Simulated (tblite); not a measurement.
Compound: C5H12AlClS.
Atom-mapped SMILES: `[CH3:1][S+:2]([CH3:3])[AlH2-:4][C@@H:5]1[CH2:6][C@H:7]1[Cl:8]` (hydrogens: H9, H10, H11 on C1; H12, H13, H14 on C3; H15, H16 on Al4; H17 on C5; H18, H19 on C6; H20 on C7)

Computed with GFN2-xTB (tblite), gas phase: L-BFGS steps from a force-field or distance-geometry start until the largest atomic force falls under 0.01 eV/Å.

Step 72: E = -698.4189 eV
```
atom  x, y, z in Å  |  force x, y, z in eV/Å
C1     -2.7022    1.4508    0.0433    0.009  -0.007   0.012
S2     -1.8190    0.0566    0.7898   -0.074   0.000  -0.039
C3     -2.0611   -1.1792   -0.5203    0.018   0.027   0.049
Al4     0.3175    0.7664   -0.1440    0.055  -0.085  -0.090
C5      1.4936   -0.7714    0.3120   -0.007   0.031   0.021
C6      2.8084   -0.1771    0.8106   -0.008  -0.020  -0.040
C7      2.6688   -0.5682   -0.6091   -0.040  -0.052  -0.045
Cl8     3.5469   -1.9644   -1.2093    0.075  -0.002  -0.003
H9     -2.1501    1.8193   -0.8231   -0.006  -0.019   0.019
H10    -3.6948    1.1124   -0.2385    0.002   0.057  -0.010
H11    -2.7712    2.2314    0.7943   -0.009  -0.017   0.005
H12    -1.8216   -0.7344   -1.4852    0.014  -0.043   0.023
H13    -1.3803   -2.0006   -0.3133   -0.031  -0.001  -0.008
H14    -3.0898   -1.5270   -0.4920    0.023   0.014  -0.013
H15    -0.1555    0.8932   -1.6432   -0.003   0.013   0.039
H16     0.5194    2.1068    0.6122   -0.043   0.037   0.046
H17     1.3780   -1.8175    0.6028   -0.006   0.087   0.021
H18     3.4375   -0.7778    1.4514    0.018   0.017  -0.028
H19     2.8486    0.8885    1.0218   -0.022  -0.038   0.027
H20     2.6216    0.2028   -1.3725    0.036   0.002   0.015
```

Step 73: E = -698.4208 eV
```
atom  x, y, z in Å  |  force x, y, z in eV/Å
C1     -2.7033    1.4514    0.0437    0.010   0.004   0.004
S2     -1.8264    0.0520    0.7886   -0.056   0.025  -0.034
C3     -2.0678   -1.1831   -0.5206    0.004   0.050   0.036
Al4     0.3125    0.7656   -0.1429    0.075  -0.122  -0.106
C5      1.4978   -0.7676    0.3081   -0.003   0.008   0.024
C6      2.8109   -0.1732    0.8091    0.014  -0.013  -0.062
C7      2.6764   -0.5685   -0.6102   -0.067  -0.054  -0.047
Cl8     3.5551   -1.9680   -1.2034    0.072   0.000   0.005
H9     -2.1450    1.8267   -0.8165   -0.016  -0.040   0.021
H10    -3.6963    1.1183   -0.2467    0.034   0.065   0.006
H11    -2.7709    2.2278    0.7996   -0.029  -0.024   0.004
H12    -1.8135   -0.7474   -1.4851    0.010  -0.011   0.002
H13    -1.3981   -2.0091   -0.3061    0.005  -0.055   0.017
H14    -3.0995   -1.5198   -0.4996   -0.003   0.001  -0.021
H15    -0.1634    0.9039   -1.6397   -0.006   0.000   0.032
H16     0.5190    2.0984    0.6164   -0.046   0.082   0.073
H17     1.3852   -1.8121    0.6050   -0.027   0.072   0.009
H18     3.4411   -0.7749    1.4480    0.006   0.032  -0.008
H19     2.8499    0.8927    1.0180   -0.008  -0.038   0.029
H20     2.6311    0.1974   -1.3781    0.033   0.019   0.015
```

Step 74: E = -698.4230 eV
```
atom  x, y, z in Å  |  force x, y, z in eV/Å
C1     -2.7027    1.4507    0.0470    0.007   0.022  -0.004
S2     -1.8323    0.0459    0.7876   -0.023   0.037  -0.018
C3     -2.0754   -1.1857   -0.5219   -0.022  -0.004  -0.014
Al4     0.3104    0.7626   -0.1460    0.062  -0.099  -0.079
C5      1.5016   -0.7641    0.3063    0.007  -0.020   0.011
C6      2.8130   -0.1674    0.8062    0.036  -0.006  -0.068
C7      2.6812   -0.5700   -0.6118   -0.060  -0.037  -0.039
Cl8     3.5648   -1.9713   -1.1958    0.060   0.006   0.013
H9     -2.1374    1.8338   -0.8055   -0.023  -0.050   0.018
H10    -3.6950    1.1227   -0.2536    0.054   0.070   0.018
H11    -2.7718    2.2213    0.8089   -0.042  -0.029   0.001
H12    -1.7979   -0.7589   -1.4855   -0.010  -0.014   0.036
H13    -1.4230   -2.0241   -0.2968   -0.023  -0.029   0.020
H14    -3.1150   -1.5048   -0.5152    0.061   0.017  -0.028
H15    -0.1711    0.9114   -1.6385   -0.006  -0.012   0.017
H16     0.5198    2.0923    0.6181   -0.052   0.084   0.073
H17     1.3932   -1.8059    0.6098   -0.053   0.032   0.010
H18     3.4448   -0.7678    1.4450   -0.005   0.043   0.003
H19     2.8493    0.8989    1.0130    0.005  -0.039   0.021
H20     2.6382    0.1910   -1.3840    0.027   0.028   0.010
```

Q: Estimate the geometry and energy of step 75. (The exact step hangs on the optimiser's Hessian estimate; all steps are aligned on step 74, rigid shifts and turns removed.)

A: E = -698.4254 eV, largest force 0.092 eV/Å
```
atom  x, y, z in Å  |  force x, y, z in eV/Å
C1     -2.7039    1.4514    0.0468    0.000   0.034  -0.007
S2     -1.8417    0.0435    0.7867    0.035   0.033   0.014
C3     -2.0825   -1.1883   -0.5199   -0.029  -0.043  -0.051
Al4     0.3097    0.7596   -0.1498    0.016  -0.010  -0.005
C5      1.5056   -0.7599    0.3031    0.020  -0.047  -0.019
C6      2.8166   -0.1647    0.8015    0.048   0.001  -0.054
C7      2.6859   -0.5731   -0.6154   -0.016  -0.005  -0.020
Cl8     3.5785   -1.9745   -1.1895    0.032   0.012   0.020
H9     -2.1312    1.8361   -0.7989   -0.013  -0.035  -0.011
H10    -3.6958    1.1318   -0.2625    0.046   0.052   0.021
H11    -2.7735    2.2182    0.8118   -0.048  -0.013   0.014
H12    -1.7926   -0.7703   -1.4835   -0.012   0.011   0.021
H13    -1.4390   -2.0319   -0.2892   -0.019  -0.032   0.039
H14    -3.1241   -1.5007   -0.5222    0.055   0.018  -0.027
H15    -0.1802    0.9235   -1.6357    0.000  -0.027  -0.004
H16     0.5149    2.0874    0.6298   -0.057   0.039   0.038
H17     1.3985   -1.7978    0.6123   -0.080  -0.041   0.019
H18     3.4484   -0.7658    1.4397   -0.010   0.042   0.018
H19     2.8514    0.9005    1.0119    0.021  -0.024  -0.001
H20     2.6499    0.1856   -1.3895    0.009   0.033  -0.006
```

The energy changes by -0.0024 eV. The first-order estimate −F·Δx gives -0.0039 eV and the mean of the old and new forces, exact on a quadratic surface, -0.0024 eV. The step makes an angle of 74° with the force vector and moves no atom by more than 0.019 Å.

What follows is the cost of the whole relaxation. The run took 1.3 s of wall time on one thread of an Arm Neoverse V1, on a shared host.
